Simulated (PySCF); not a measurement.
Two species compared at the same levels of theory.

First species: C5H13OPSi.
SMILES: `COCP([SiH3])C1CC1`

Second species: C₇H₁₃NSi₂.
SMILES: `[SiH3]CC[SiH2]c1ccncc1`

Levels: PBE0/pcSseg-1 for dipole moment, HOMO energy, LUMO energy and HOMO–LUMO gap; GFN2-xTB for rotational constant A and rotational constant C. Geometries: GFN2-xTB. All species are isolated and taken at one optimised geometry, non-relativistic unless stated. Electronic properties by PySCF.

The conformers computed, where there is a choice (atom-mapped SMILES and torsion angles):
- `[CH3:1][O:2][CH2:3][P:4]([SiH3:5])[CH:6]1[CH2:7][CH2:8]1`: C1–O2–C3–P4 176°, O2–C3–P4–Si5 -34°, C3–P4–C6–C7 106°
- `[SiH3:1][CH2:2][CH2:3][SiH2:4][c:5]1[cH:6][cH:7][n:8][cH:9][cH:10]1`: Si1–C2–C3–Si4 179°, C2–C3–Si4–C5 177°, C3–Si4–C5–C6 167°

(1) Which has the higher HOMO–LUMO gap?

(2) Which has the higher HOMO energy?

(3) Which of the two has the higher dipole moment, and by how much?

(4) Which has the higher LUMO energy?

(5) Which has the higher rotational constant C?

(6) Which of the two has the higher rotational constant A, and by how much?

Results:

(1) The first: 7.33 eV against 6.23 eV, a difference of 1.10 eV.

(2) The first: -6.72 eV against -7.31 eV, a difference of 0.59 eV.

(3) The first: 2.39 D against 2.11 D, a difference of 0.28 D.

(4) The first: 0.61 eV against -1.08 eV, a difference of 1.69 eV.

(5) The first: 0.784 GHz against 0.310 GHz, a difference of 0.474 GHz.

(6) The second: 2.950 GHz against 1.874 GHz, a difference of 1.076 GHz.

On the first: The dipole matches unit charges of opposite sign 0.50 Å apart (1 e·Å = 4.8032 D). A dipole of 2.39 D is allowed in C1, and pure rotational transitions are dipole-allowed.

On the second: In atomic units the dipole is 0.83 e·bohr (1 au = 2.5417 D). A dipole of 2.11 D is allowed in C1, and pure rotational transitions are dipole-allowed.
